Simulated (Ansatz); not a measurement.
`[CH3][Al]([OH])[SeH]` → `C[O][AlH][SeH]`  (isomerisation)

Gas-phase electronic energies from Ansatz, PBE0-D4/def2-TZVP geometries. CBS: MP2 limit from def2 TZ/QZ plus the TZ coupled-cluster correction, frozen cores. Functionals use def2-TZVPP. B3LYP here is the variant with VWN-RPA as its local correlation; programs differ in this. For Se outer-core shells are correlated without core-valence functions, which leaves a few kJ/mol of doubt a bond. Scalar relativity is left out up to krypton. One conformer a species, not always the lowest.

`[CH3][Al]([OH])[SeH]`:

Cartesian coordinates in Å:
```
C 1.159 -1.107 -0.345
Al -0.218 0.179 0.101
O -1.355 -0.198 1.299
Se -0.311 2.220 -1.018
H 0.877 -1.680 -1.234
H 2.112 -0.619 -0.564
H 1.312 -1.817 0.471
H -2.072 0.371 1.570
H -1.505 2.651 -0.279
```

`C[O][AlH][SeH]`:

```xyz
9

C    -0.045   -1.196    0.794
O    -0.158   -0.782   -0.533
Al   -0.098    0.649   -1.409
Se    0.276    2.677   -0.345
H     0.808   -1.873    0.905
H     0.096   -0.358    1.488
H    -0.948   -1.736    1.096
H    -0.298    0.594   -2.965
H     0.369    2.025    0.969
```

```json
{"level": "B3LYP-D4", "ΔE (kJ/mol)": "98.8"}
{"level": "ωB97M-V", "ΔE (kJ/mol)": "105.6"}
{"level": "B3LYP", "ΔE (kJ/mol)": "99.2"}
{"level": "HF/def2-TZVPP", "ΔE (kJ/mol)": "88.3"}
{"level": "CCSD/def2-TZVPP", "ΔE (kJ/mol)": "103.2"}
{"level": "HF/def2-QZVPP", "ΔE (kJ/mol)": "87.9"}
{"level": "SCS-MP2/def2-QZVPP", "ΔE (kJ/mol)": "105.5"}
{"level": "MP2/CBS(def2)", "ΔE (kJ/mol)": "115.7"}
```

**Question.** What does CCSD(T)/CBS give? (Best estimate.)

**Answer.** The calculation gave: +108.2 kJ/mol. The listed levels differ from it by -9.4, -2.6, -9.0, -19.9, -5.0, -20.3, -2.7, 7.5 kJ/mol.

Largest T1 diagnostic among the species: 0.011.

In def2-TZVPP, CCSD(T) changes the Hartree–Fock value by +16.3 kJ/mol (the triples alone add +1.3 kJ/mol) and MP2 by +23.7 kJ/mol.
